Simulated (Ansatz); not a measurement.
The same molecule with X = B, Al, Ga, In. Ansatz, PBE0-D4/def2-TZVP geometries, multiplicity 1. Each molecule was computed in one conformer, which needn't be the lowest.

Elements past krypton have def2 core potentials. Scalar relativity is left out up to krypton.

```json
{"X": "Al", "molecule": "`[SH][Al]([SH])[SH]`", "mean X–S bond length / Å": "2.177", "LUMO energy (PBE0/def2-TZVPP) / eV": "-0.64", "HOMO energy (PBE0/def2-TZVPP) / eV": "-7.74", "HOMO energy (ωB97M-V/def2-TZVPP) / eV": "-9.90"}
{"X": "Ga", "molecule": "`[SH][Ga]([SH])[SH]`", "mean X–S bond length / Å": "2.195", "LUMO energy (PBE0/def2-TZVPP) / eV": "-0.96", "HOMO energy (PBE0/def2-TZVPP) / eV": "-7.67", "HOMO energy (ωB97M-V/def2-TZVPP) / eV": "-9.84"}
{"X": "In", "molecule": "`[SH][In]([SH])[SH]`", "mean X–S bond length / Å": "2.375", "LUMO energy (PBE0/def2-TZVPP) / eV": "-1.72", "HOMO energy (PBE0/def2-TZVPP) / eV": "-7.62", "HOMO energy (ωB97M-V/def2-TZVPP) / eV": "-9.80"}
```

Problem. Give the row for X = B, `SB(S)S`. (Estimate.)

Solution. Ansatz gave: 
```tsv
X	molecule	mean X–S bond length / Å	LUMO energy (PBE0/def2-TZVPP) / eV	HOMO energy (PBE0/def2-TZVPP) / eV	HOMO energy (ωB97M-V/def2-TZVPP) / eV
B	`SB(S)S`	1.803	-0.72	-7.55	-9.68
```

From B to In the mean X–S bond length rises at each step, by 0.572 Å in all; the LUMO energy (PBE0/def2-TZVPP) isn't monotonic: highest at Al, lowest at In; the HOMO energy (PBE0/def2-TZVPP) isn't monotonic: highest at B, lowest at Al; the HOMO energy (ωB97M-V/def2-TZVPP) isn't monotonic: highest at B, lowest at Al. Bonds lengthen as the atom grows down the group.
